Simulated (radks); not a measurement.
Task: Coherent X-ray form factor from a spherical all-electron density. All-electron calculation, Dirac Kohn-Sham, LDA (Slater exchange, Perdew-Wang correlation), spin-unpolarised, spherical densities, finite nucleus; Fermi nuclear charge, rms radius of each element as measured or else 0.836 A^(1/3) + 0.57 fm. Program: a radial shooting solver on a logarithmic mesh with Libxc functionals.

sin(theta)/lambda (1/angstrom),f0 (electrons)
0.05,67.344
0.1,65.488
0.15,62.718
0.2,59.395
0.25,55.850
0.3,52.331
0.4,45.891
0.5,40.463
0.6,35.910
0.8,28.714
1,23.503
1.25,19.211
1.5,16.549
2,13.050

The species is in the configuration that NIST lists as its ground one. Which atom or ion scatters so?

Result: The ytterbium ion Yb2+, [Xe] 4f14. Extrapolating in s^2 from the first two rows gives f0(0) = 68.0, near the electron count 68; among species with that count, the fall with angle is slower the higher Z, and the table is that of Z = 70; from so few rows the species is fixed only to a neighbour or two.
